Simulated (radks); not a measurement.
Spherical quantum dot in the effective-mass picture: electrons in a well V = -V0 / (1 + exp((r - R)/a)) with V0 = 49.3, R = 1.49, a = 0.16, with a point charge +2 (a donor) at the centre, all in effective atomic units (hartree* = m*/eps^2 hartree, bohr* = eps/m* bohr), one dielectric constant everywhere. Calculated with a radial shooting solver with Libxc functionals: non-relativistic Kohn-Sham, exchange-only LDA, spin-polarised, spherical densities. Levels are named by radial order and angular momentum (1s, 1p, 1d, 2s, ...), and open shells are averaged over m. Results are scaled to m* = 0.287 and eps = 15.1, for which hartree* = 34.25 meV and bohr* = 2.784 nm.

N = 28, configuration 1s2 1p6 1d10 2s2 1f(up 7, down 1). This is the lowest configuration that the search found. Occupied and some empty levels:

| level | occupation | eigenvalue (meV) | <r> (nm) |
|---|---|---|---|
| 1s up | 1 | -747.71 | 2.022 |
| 1s down | 1 | -743.30 | 1.998 |
| 1p up | 3 | -664.98 | 2.517 |
| 1p down | 3 | -658.68 | 2.508 |
| 1d up | 5 | -569.30 | 2.758 |
| 1d down | 5 | -562.30 | 2.755 |
| 2s up | 1 | -549.19 | 2.043 |
| 2s down | 1 | -545.24 | 2.057 |
| 1f up | 7 | -454.76 | 2.939 |
| 1f down | 1 | -447.45 | 2.939 |
| 2p up | 0 | -374.26 | 2.394 |
| 2p down | 0 | -370.04 | 2.395 |
| 1g up | 0 | -323.17 | 3.092 |
| 1g down | 0 | -315.79 | 3.093 |
| 2d up | 0 | -218.15 | 2.688 |
| 2d down | 0 | -213.39 | 2.688 |

Energy (meV): total -28164.4, kinetic 6105.8, external -45923, Hartree 12652, exchange-correlation -999.55.
